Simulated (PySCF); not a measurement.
Magnetic susceptibility: `COCc1cc(F)n[n-]1`, [C5H6FN2O]-, charge -1

Geometry (Å), atoms numbered from 1 in this order:
```xyz
15

C    -2.116    0.486    0.218
O    -1.662   -0.422   -0.747
C    -0.578   -1.228   -0.265
C     0.603   -0.453    0.212
C     1.503    0.315   -0.535
C     2.347    0.788    0.459
F     3.431    1.609    0.272
N     2.008    0.360    1.665
N     0.922   -0.407    1.514
H    -2.854    1.125   -0.270
H    -2.583   -0.037    1.065
H    -1.294    1.097    0.605
H    -0.320   -1.861   -1.122
H    -0.940   -1.862    0.559
H     1.531    0.496   -1.594
```

Total charge -1.

The calculation used PySCF, GIAO wB97X-D/aug-pcSseg-1 magnetisability, rotational g tensor and spin-rotation constants, non-relativistic, gas phase. Geometry: GFN2-xTB.

For an ion the centre-of-mass motion in the field is neglected.

Question: What are the magnetisability and the molar susceptibility?

Answer: Isotropic -1233 × 10⁻³⁰ J/T², or -74.3 × 10⁻⁶ cm³/mol; principal values -1717, -1005, -978 × 10⁻³⁰ J/T², anisotropy 726 × 10⁻³⁰ J/T² (root of half the summed squared differences of the principal values). The susceptibility is in cgs units.

Question: Split it along the inertial axes a, b, c into diamagnetic and paramagnetic parts about the centre of mass, with the quadrupole moment.

Answer: 
| axis | χ (10⁻⁶ cm³/mol) | diamagnetic (10⁻⁶ cm³/mol) | paramagnetic (10⁻⁶ cm³/mol) | summed x² of all electrons (Å²) | quadrupole Θ (D Å) |
| --- | --- | --- | --- | --- | --- |
| a | -62.9 | -412.1 | 349.2 | 274.2 | -15.96 |
| b | -62.0 | -1346.9 | 1284.9 | 53.9 | +0.40 |
| c | -97.8 | -1392.2 | 1294.4 | 43.2 | +15.56 |

Anisotropies 2χaa − χbb − χcc = +34.0 and 2χbb − χaa − χcc = +36.7 × 10⁻⁶ cm³/mol. Θ is traceless in Buckingham's convention.

Question: And the rotational g tensor?

Answer: 
```tsv
axis	rotational constant (GHz)	g	nuclear part	electronic part
a	4.0380	-0.0840	0.5784	-0.6624
b	0.9252	-0.0238	0.5347	-0.5585
c	0.8863	-0.0117	0.5273	-0.5390
```
Asymmetric top; isotopes 12C, 19F, 1H, 14N, 16O; no vibrational averaging.
